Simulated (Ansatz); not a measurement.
`[SiH3][Zn][GaH2]` → Ga• + 5 H• + Si• + Zn (atom)  (atomization)

Isolated molecules relaxed with PBE0-D4/def2-TZVP in Ansatz; ΔE leaves out vibrations. CCSD(T)/CBS is the MP2 limit (def2-TZVPP, def2-QZVPP) plus CCSD(T) − MP2 in def2-TZVPP, frozen cores. This one scheme is used for every species, atoms too. For atomizations the MP2-based limit and the directly extrapolated one differ by several kJ/mol either way, and by 10 to 25 for some Ge, Se and Sn compounds, so smaller differences from it don't rank the levels. Functionals use def2-TZVPP. HSE06 is defined as in plane-wave codes. Open shells (•) are unrestricted, without spin–orbit coupling. Spin–orbit coupling would lower the free atoms: a little for Si; clearly for Ga. For Ga, Zn outer-core shells are correlated without core-valence functions, so the limit isn't a true one: a few kJ/mol of doubt a bond, and 10 to 20 or more in all where bonds break to atoms. Scalar relativity is left out up to krypton.

`[SiH3][Zn][GaH2]`:

```xyz
8

Si   -0.331    1.865    0.980
Zn    0.042   -0.241   -0.125
Ga    0.425   -2.398   -1.260
H    -1.317    2.719    0.253
H     0.922    2.669    1.100
H    -0.859    1.690    2.365
H     1.583   -3.396   -0.846
H    -0.464   -2.908   -2.467
```

Task: What is ΔE at CCSD(T)/CBS? (Best estimate.)

Result: The calculation gave: +1751.9 kJ/mol.

Task: What do these levels give: LDA (SPW92), BLYP-D4, HSE06-D4, PBE, r2SCAN0, CAM-B3LYP, MP2/def2-SVP, CCSD/def2-SVP, HF/def2-TZVPP, MP2/def2-TZVPP, HF/def2-QZVPP, MP2/def2-QZVPP? (Estimate.)

Result: The calculation gave: LDA (SPW92) 1937.5, BLYP-D4 1687.9, HSE06-D4 1722.7, PBE 1696.5, r2SCAN0 1752.7, CAM-B3LYP 1733.9, MP2/def2-SVP 1628.1, CCSD/def2-SVP 1634.0, HF/def2-TZVPP 1313.2, MP2/def2-TZVPP 1690.8, HF/def2-QZVPP 1316.6, MP2/def2-QZVPP 1712.5 kJ/mol.

Largest T1 diagnostic among the species: 0.017.

From BLYP to BHLYP (50 % exact exchange), in def2-TZVPP and without D4, ΔE moves by +46.2 kJ/mol. Leaving LDA and LC-ωPBE aside and taking each functional with its dispersion term where it has one, the values, not all of them listed here, spread over 95.7 kJ/mol, from revPBE-D4 to ωB97X-V. LDA lies +241.0 kJ/mol from PBE without D4, its usual overbinding. The D4 term adds +22.9 kJ/mol with B3LYP and +12.0 kJ/mol with PBE0; it sums over pairs of atoms, weighted by their polarisabilities, and B3LYP, whose exchange is more repulsive, gets the larger term.

B3LYP here is the variant with VWN-RPA as its local correlation; programs differ in this.
